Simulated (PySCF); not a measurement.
Species: CH8NPSi2.
Geometry (GFN2-xTB, Å), atoms numbered from 1 in this order:
```
atom  x, y, z in Å
C1     2.3292   -0.0396   -1.0155
P2     1.1776    1.1386   -0.7820
N3    -0.2243    0.3419   -0.2222
Si4   -0.4769   -1.3848   -0.3221
Si5   -1.4335    1.3655    0.5376
H6     2.2070   -1.0906   -0.8209
H7     3.2862    0.2749   -1.3961
H8    -1.8964   -1.5975   -0.0638
H9     0.3357   -2.0542    0.6967
H10   -0.1104   -1.8026   -1.6738
H11   -0.9565    2.7377    0.4068
H12   -1.5428    0.9585    1.9393
H13   -2.6991    1.1525   -0.1628
```

Computed with TDDFT CAM-B3LYP/def2-SVPD, vertical, gas phase, core orbitals frozen in the response (PySCF 2.14.0, density-fitted response routines).

Kohn–Sham orbitals with the atoms that hold most of them (Löwdin shares over 4%, at most four atoms; ? is withheld):

| orbital | ε (eV) | atoms |
| --- | --- | --- |
| HOMO-3 | -11.12 | Si4 24%, Si5 17%, H8 15%, H11 14% |
| HOMO-2 | -10.14 | N3 28%, P2 19%, Si4 10%, Si5 10% |
| HOMO-1 | -9.18 | ? |
| HOMO | ? | ? |
| LUMO | -0.08 | P2 45%, C1 30%, N3 11% |
| LUMO+1 | 0.78 | Si5 21%, Si4 20%, P2 9%, N3 8% |
| LUMO+2 | 1.16 | Si4 33%, Si5 23%, H8 7%, H9 7% |

**Question.** Give the leading atoms of the HOMO.

**Answer.** C1 (bonded to P and 2 H) 37%; N3 (bonded to P and 2 Si) 23%; P2 (bonded to C and N) 22%; H7 (bonded to C) 5%.

**Question.** Give the leading atoms of the HOMO-1.

**Answer.** P2 (bonded to C and N) 58%; C1 (bonded to P and 2 H) 16%; N3 (bonded to P and 2 Si) 13%.

**Question.** What is the HOMO energy, and the HOMO–LUMO gap?

**Answer.** ε(HOMO) = -7.94 eV; the gap is 7.86 eV (0.2889 hartree).

**Question.** How does S1 compare with the orbital gap of 7.86 eV?

**Answer.** S1 is at 5.00 eV (f = 0.118), 2.86 eV below the gap, made of HOMO→LUMO (85%), HOMO-1→LUMO (12%). Without the coupling terms of the response equations the lowest excitation would equal the gap.

**Question.** One configuration dominates each of S1, S2 and S3. Which, and how do the shares of the two leading atoms of either orbital change from the occupied to the empty one?

**Answer.** 
- S1 (5.00 eV, f 0.118), HOMO→LUMO (85%): C1 37% → 30%, N3 23% → 11%, P2 22% → 45%
- S2 (5.46 eV, f 0.049), HOMO-1→LUMO (83%): P2 58% → 45%, C1 16% → 30%
- S3 (5.68 eV, f 0.0064), HOMO→LUMO+1 (88%): C1 37% → at most 9%, N3 23% → 8%, Si5 at most 5% → 21%, Si4 at most 5% → 20%

Löwdin shares depend on the basis, the more so with diffuse functions.

One conformer stands for the species.
